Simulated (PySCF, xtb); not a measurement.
SiOBr2, SMILES O=[Si](Br)Br.

GFN2-xTB (xtb) at its own geometry gives an orbital gap of 4.80 eV and a dipole moment of 0.19 D.

The structure is a stationary point at B3LYP-D3(BJ)/def2-SVP.

Task: What does PBE/def2-TZVPD in PySCF give? (An estimate is asked for; the answer gives what the named calculation found.)

Result: gap 3.91 eV (levels -7.28 and -3.36 eV), dipole 3.13 D.
